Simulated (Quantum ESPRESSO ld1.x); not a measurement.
The numbers below are computed, except where a source is named.
Task: The aim is neutral neon in [Ne]. What will ld1.x (Quantum ESPRESSO 7.5) do with this input?

```
 &input
    zed=10.0,
    iswitch=1,
    rel=0,
    dft='BLYP',
    config='[Ne]',
    verbosity='high',
    dx=0.003,
    prefix='ld1',
    max_out_wfc=37,
    file_charge='ld1.rho',
 /
```

Result: Refused. The program stops in do_mesh with "ndmx is too small": the mesh holds 3500 points at most, so dx, xmin and rmax must fit that.

Output (excerpt):

```
     Program LD1 v.7.5 starts

 %%%%%%%%%%%%%%%%%%%%%%%%%%%%%%%%%%%%%%%%%%%%%%%%%%%%%%%%%%%%%%%%%%%%%%%%%%%%%%
     Error in routine do_mesh (1):
     ndmx is too small
 %%%%%%%%%%%%%%%%%%%%%%%%%%%%%%%%%%%%%%%%%%%%%%%%%%%%%%%%%%%%%%%%%%%%%%%%%%%%%%

     stopping ...
```

Run on one thread of a shared host, so times are rough (Intel(R) Xeon(R) Processor @ 2.60GHz): 0.21 s of CPU time, 0.69 s wall.
